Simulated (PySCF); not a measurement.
**Relaxation of quintet [IrSe2]+**

All numbers come from UPBE0/[Ir def2-TZVP with ECP60, Se def2-TZVP], scalar-relativistic core potentials, density fitting, no spin–orbit coupling, PySCF. A (50,194) grid was used.

A hand-made bent start, of C2v symmetry, held to at least that symmetry:

Coordinates in bohr (charge 1 multiplicity 5):
```
Ir    0.0000    0.0000   -1.0684
Se    3.3677    0.0000    1.2898
Se   -3.3677    0.0000    1.2898
```

At each step, columns x, y, z (Å) and Fx, Fy, Fz (eV/Å):

```
step 0  E − E(last) = 33.11 kJ/mol
Ir   0.000   0.000  -0.565   0.000   0.000  -2.507
Se   1.782   0.000   0.683   0.686   0.000   1.254
Se  -1.782   0.000   0.683  -0.686   0.000   1.254
step 1  E − E(last) = 14.04 kJ/mol
Ir   0.000   0.000  -0.661   0.000   0.000  -0.289
Se   1.752   0.000   0.730  -0.576   0.000   0.144
Se  -1.752   0.000   0.730   0.576   0.000   0.144
step 2  E − E(last) = 6.59 kJ/mol
Ir   0.000   0.000  -0.734   0.000   0.000   0.576
Se   1.683   0.000   0.767  -0.770   0.000  -0.288
Se  -1.683   0.000   0.767   0.770   0.000  -0.288
step 3  E − E(last) = 1.82 kJ/mol
Ir   0.000   0.000  -0.788   0.000   0.000   0.777
Se   1.601   0.000   0.794  -0.504   0.000  -0.389
Se  -1.601   0.000   0.794   0.504   0.000  -0.389
step 4  E − E(last) = 0.04 kJ/mol
Ir   0.000   0.000  -0.791   0.000   0.000   0.152
Se   1.565   0.000   0.795  -0.071   0.000  -0.076
Se  -1.565   0.000   0.795   0.071   0.000  -0.076
step 5  E − E(last) = 0.00 kJ/mol
Ir   0.000   0.000  -0.787   0.000   0.000  -0.015
Se   1.564   0.000   0.794   0.005   0.000   0.007
Se  -1.564   0.000   0.794  -0.006   0.000   0.007
step 6  E − E(last) = 0.00 kJ/mol
Ir   0.000   0.000  -0.788   0.000   0.000   0.000
Se   1.564   0.000   0.794   0.000   0.000   0.000
Se  -1.564   0.000   0.794   0.000   0.000   0.000
```

It ends at C2v with Ir–Se 2.225 Å (×2); Se–Ir–Se 89.1° (after a last refinement on a finer grid). A frequency run shows a minimum. Other isomers or separated fragments may lie lower.

Other spin states or occupations of the open shell can lie lower. With an element this heavy the missing spin–orbit coupling can shift these numbers.

The relaxation took of the order of 8 core-minutes on a shared host.
